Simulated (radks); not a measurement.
Dipole-allowed excitations along the series with 68 electrons in [Xe] 4f14. All-electron calculation, scalar-relativistic Kohn-Sham, exchange-only LDA, spin-unpolarised, spherical densities, finite nucleus; Fermi nuclear charge, rms radius of each element as measured or else 0.836 A^(1/3) + 0.57 fm. Program: a radial shooting solver on a logarithmic mesh with Libxc functionals. Time-dependent linear response with the Hartree and adiabatic exchange-only LDA kernel, continuum included through the Sternheimer equations, no spin-orbit coupling, so fine structure and intercombination lines are absent. Lines are the poles of the dipole polarisability below minus the highest occupied eigenvalue, found on a grid refined at the orbital gaps; the lowest seven at most are given, and weak or close lines can be missed. The first line takes the name of the lowest orbital gap if no other gap lies below it; otherwise a line is named after a gap within 0.6 % of it, if that gap stands alone.

| species | -e(HOMO) (eV) | lowest orbital gap (eV) | first line (eV) | f | strongest line (eV) | its f | static alpha (bohr^3) |
|---|---|---|---|---|---|---|---|
| Hf4+ | 56.353 | 4f-5d 18.774 | 20.453 (4f-5d) | 0.178 | 43.376 (unassigned) | 4.48 | 3.300 |
| Ta5+ | 80.672 | 4f-5d 27.793 | 29.562 (4f-5d) | 0.143 | 48.755 (unassigned) | 5.34 | 2.554 |
| W6+ | 107.46 | 4f-5d 37.729 | 39.442 (4f-5d) | 0.0603 | 53.766 (unassigned) | 4.40 | 2.056 |
